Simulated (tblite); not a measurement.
A geometry optimisation, step by step.

Compound: C3H8OSi.
Atom-mapped SMILES: `[SiH3:1][O:2][CH:3]1[CH2:4][CH2:5]1` (hydrogens: H6, H7, H8 on Si1; H9 on C3; H10, H11 on C4; H12, H13 on C5)

Computed with GFN2-xTB (tblite), gas phase: L-BFGS steps from a force-field or distance-geometry start until the largest atomic force falls under 0.01 eV/Å. 7 of its 78 geometries are shown.

Step 0: E = -443.9675 eV, largest atomic force 1.695 eV/Å
```
atom  x, y, z in Å  |  force x, y, z in eV/Å
Si1     2.002    0.895    0.478   -0.467   0.099   0.075
O2      0.556    0.193    0.938    0.888  -0.419  -1.382
C3     -0.166   -0.570   -0.029   -0.805   0.680   1.007
C4     -1.552   -0.981    0.404   -0.108  -0.527   0.679
C5     -1.397    0.098   -0.601    0.163   0.230  -0.581
H6      2.628    1.556    1.642   -0.462  -0.321  -0.175
H7      1.730    1.910   -0.581    0.077  -0.329   0.274
H8      2.911   -0.137   -0.060   -0.175   0.108   0.055
H9      0.361   -1.290   -0.650    0.289   0.431   0.232
H10    -1.874   -0.711    1.414    0.196  -0.086  -0.463
H11    -1.920   -1.954    0.078    0.119   0.278   0.117
H12    -1.660   -0.127   -1.634    0.085   0.149   0.263
H13    -1.625    1.117   -0.293    0.201  -0.293  -0.101
```

Step 13: E = -444.1740 eV, largest atomic force 0.117 eV/Å
```
atom  x, y, z in Å  |  force x, y, z in eV/Å
Si1     2.010    0.892    0.422   -0.008   0.037   0.059
O2      0.621    0.172    0.857    0.040  -0.043  -0.005
C3     -0.181   -0.554    0.001   -0.052   0.036  -0.020
C4     -1.543   -0.977    0.439   -0.064  -0.012   0.046
C5     -1.386    0.101   -0.598   -0.101  -0.007  -0.037
H6      2.409    1.445    1.702    0.002   0.008   0.040
H7      1.766    1.903   -0.610    0.046   0.012  -0.017
H8      2.940   -0.110   -0.108    0.030   0.032  -0.018
H9      0.376   -1.232   -0.634    0.054  -0.095  -0.041
H10    -1.883   -0.683    1.418    0.056   0.048   0.061
H11    -1.893   -1.950    0.132   -0.010  -0.008  -0.025
H12    -1.639   -0.120   -1.621   -0.019  -0.010  -0.057
H13    -1.601    1.113   -0.296    0.024   0.001   0.015
```

Step 26: E = -444.1911 eV, largest atomic force 0.090 eV/Å
```
atom  x, y, z in Å  |  force x, y, z in eV/Å
Si1     2.021    0.908    0.434   -0.002  -0.059  -0.039
O2      0.644    0.127    0.784   -0.047  -0.022  -0.048
C3     -0.190   -0.589   -0.052   -0.015  -0.056  -0.023
C4     -1.546   -0.968    0.456   -0.003   0.047  -0.023
C5     -1.407    0.083   -0.613    0.029  -0.009   0.016
H6      2.328    1.415    1.757    0.023   0.026   0.049
H7      1.837    1.951   -0.578   -0.039   0.032   0.005
H8      3.019   -0.026   -0.096    0.019  -0.008   0.017
H9      0.343   -1.299   -0.681   -0.066   0.057   0.023
H10    -1.815   -0.637    1.447    0.022   0.022   0.006
H11    -1.952   -1.933    0.192    0.053   0.030  -0.020
H12    -1.715   -0.143   -1.622    0.021  -0.039   0.028
H13    -1.572    1.110   -0.323    0.004  -0.021   0.009
```

Step 38: E = -444.1936 eV, largest atomic force 0.016 eV/Å
```
atom  x, y, z in Å  |  force x, y, z in eV/Å
Si1     2.025    0.906    0.435   -0.002   0.004   0.005
O2      0.652    0.111    0.762   -0.001   0.002   0.005
C3     -0.193   -0.597   -0.066   -0.002  -0.004   0.007
C4     -1.545   -0.959    0.461   -0.013   0.003  -0.001
C5     -1.410    0.081   -0.617    0.004   0.002  -0.004
H6      2.319    1.409    1.767    0.000  -0.007  -0.007
H7      1.827    1.966   -0.558   -0.007  -0.004   0.004
H8      3.044   -0.013   -0.083    0.005   0.005  -0.006
H9      0.321   -1.312   -0.700    0.014   0.000  -0.008
H10    -1.793   -0.619    1.454    0.002   0.007   0.000
H11    -1.954   -1.923    0.205   -0.006  -0.002   0.002
H12    -1.729   -0.161   -1.619    0.004  -0.005  -0.002
H13    -1.566    1.111   -0.337    0.002   0.000   0.005
```

Step 51: E = -444.1941 eV, largest atomic force 0.040 eV/Å
```
atom  x, y, z in Å  |  force x, y, z in eV/Å
Si1     2.021    0.908    0.437   -0.013  -0.012  -0.006
O2      0.659    0.095    0.766   -0.010  -0.017   0.004
C3     -0.191   -0.606   -0.063    0.001  -0.025   0.013
C4     -1.549   -0.954    0.461    0.021  -0.002   0.008
C5     -1.400    0.080   -0.620    0.018   0.014  -0.016
H6      2.324    1.394    1.773   -0.003   0.002  -0.014
H7      1.793    1.971   -0.547    0.008   0.005   0.013
H8      3.047    0.009   -0.102   -0.003   0.009  -0.004
H9      0.321   -1.326   -0.696   -0.006   0.006   0.013
H10    -1.791   -0.604    1.451   -0.012   0.003   0.017
H11    -1.973   -1.913    0.211    0.015  -0.009  -0.001
H12    -1.714   -0.165   -1.621   -0.017  -0.009  -0.035
H13    -1.550    1.111   -0.346    0.001   0.036   0.010
```

Step 64: E = -444.1984 eV, largest atomic force 0.036 eV/Å
```
atom  x, y, z in Å  |  force x, y, z in eV/Å
Si1     1.967    0.920    0.432   -0.004  -0.005   0.007
O2      0.722   -0.053    0.795    0.007   0.001   0.002
C3     -0.175   -0.702   -0.026   -0.001   0.026  -0.025
C4     -1.572   -0.902    0.469   -0.002   0.019  -0.010
C5     -1.300    0.069   -0.647    0.003  -0.007  -0.005
H6      2.355    1.300    1.780   -0.001   0.006   0.002
H7      1.548    2.050   -0.404    0.002  -0.002   0.012
H8      3.021    0.198   -0.289   -0.019  -0.007  -0.006
H9      0.283   -1.492   -0.614    0.009  -0.006  -0.009
H10    -1.810   -0.494    1.438   -0.011   0.001  -0.003
H11    -2.073   -1.830    0.239    0.010   0.009   0.019
H12    -1.610   -0.188   -1.648   -0.003  -0.001   0.009
H13    -1.360    1.123   -0.420    0.008  -0.033   0.008
```

Step 77: E = -444.1990 eV, largest atomic force 0.010 eV/Å
```
atom  x, y, z in Å  |  force x, y, z in eV/Å
Si1     1.952    0.923    0.434    0.005   0.002   0.006
O2      0.737   -0.086    0.797   -0.004   0.005   0.000
C3     -0.170   -0.724   -0.023    0.000  -0.002   0.005
C4     -1.573   -0.887    0.469   -0.001   0.000   0.001
C5     -1.275    0.062   -0.658   -0.007   0.001  -0.004
H6      2.365    1.276    1.782    0.002  -0.004   0.003
H7      1.491    2.071   -0.352    0.001   0.002   0.003
H8      2.993    0.239   -0.337    0.005  -0.001  -0.009
H9      0.275   -1.531   -0.598    0.003   0.002   0.001
H10    -1.807   -0.457    1.431   -0.001  -0.009   0.000
H11    -2.091   -1.808    0.255    0.001   0.006   0.003
H12    -1.588   -0.197   -1.657   -0.002  -0.008  -0.004
H13    -1.312    1.118   -0.439   -0.001   0.006  -0.005
```

**Question.** Summarise the path.

**Answer.** The energy falls by 22.34 kJ/mol from step 0 to step 77; nine tenths of that is first reached at step 15. It falls at every step. The largest force goes from 1.695 to 0.010 eV/Å. Among the bonds Si1–O2 changes most (a near tie, within 0.001 Å, with another), from 1.671 to 1.621 Å; the atoms move by 0.287 Å rms after alignment.

**Question.** Follow the three bonds and two angles with the largest change from start to end.

**Answer.** 
| step | E above end (kJ/mol) | largest force (eV/Å) | Si1–O2 (Å) | O2–C3 (Å) | Si1–H7 (Å) | Si1–O2–C3 (°) | O2–Si1–H6 (°) |
| --- | --- | --- | --- | --- | --- | --- | --- |
| 0 | 22.34 | 1.695 | 1.671 | 1.428 | 1.492 | 118.4 | 109.8 |
| 3 | 8.55 | 0.396 | 1.626 | 1.385 | 1.462 | 124.4 | 110.6 |
| 7 | 4.74 | 0.255 | 1.631 | 1.390 | 1.462 | 124.3 | 104.2 |
| 10 | 3.07 | 0.208 | 1.626 | 1.383 | 1.473 | 124.2 | 101.0 |
| 13 | 2.42 | 0.117 | 1.624 | 1.379 | 1.465 | 124.4 | 99.7 |
| 17 | 1.90 | 0.077 | 1.623 | 1.381 | 1.465 | 125.3 | 99.2 |
| 20 | 1.63 | 0.103 | 1.623 | 1.379 | 1.469 | 126.3 | 99.7 |
| 23 | 1.07 | 0.095 | 1.623 | 1.381 | 1.468 | 128.2 | 99.3 |
| 27 | 0.67 | 0.072 | 1.621 | 1.380 | 1.465 | 129.6 | 98.7 |
| 30 | 0.57 | 0.029 | 1.620 | 1.379 | 1.467 | 130.3 | 99.1 |
| 33 | 0.54 | 0.033 | 1.620 | 1.379 | 1.466 | 130.4 | 98.9 |
| 37 | 0.52 | 0.018 | 1.620 | 1.379 | 1.466 | 130.6 | 99.0 |
| 40 | 0.51 | 0.016 | 1.620 | 1.379 | 1.466 | 130.6 | 99.0 |
| 44 | 0.50 | 0.014 | 1.620 | 1.379 | 1.466 | 130.4 | 99.0 |
| 47 | 0.50 | 0.011 | 1.620 | 1.379 | 1.466 | 130.4 | 99.0 |
| 50 | 0.48 | 0.036 | 1.620 | 1.379 | 1.466 | 130.5 | 99.0 |
| 54 | 0.41 | 0.045 | 1.620 | 1.379 | 1.467 | 130.6 | 99.0 |
| 57 | 0.26 | 0.092 | 1.621 | 1.378 | 1.468 | 130.1 | 98.9 |
| 60 | 0.15 | 0.065 | 1.620 | 1.379 | 1.466 | 130.2 | 98.7 |
| 64 | 0.06 | 0.036 | 1.621 | 1.379 | 1.466 | 130.5 | 98.9 |
| 67 | 0.03 | 0.018 | 1.621 | 1.379 | 1.466 | 130.4 | 99.1 |
| 70 | 0.02 | 0.015 | 1.621 | 1.379 | 1.466 | 130.5 | 99.1 |
| 74 | 0.01 | 0.017 | 1.621 | 1.379 | 1.467 | 130.5 | 99.0 |
| 77 | 0.00 | 0.010 | 1.621 | 1.379 | 1.466 | 130.4 | 99.0 |

The cost below is that of the whole relaxation. On Arm Neoverse N1, one thread, no GPU, on a shared host, this took 0.57 s.
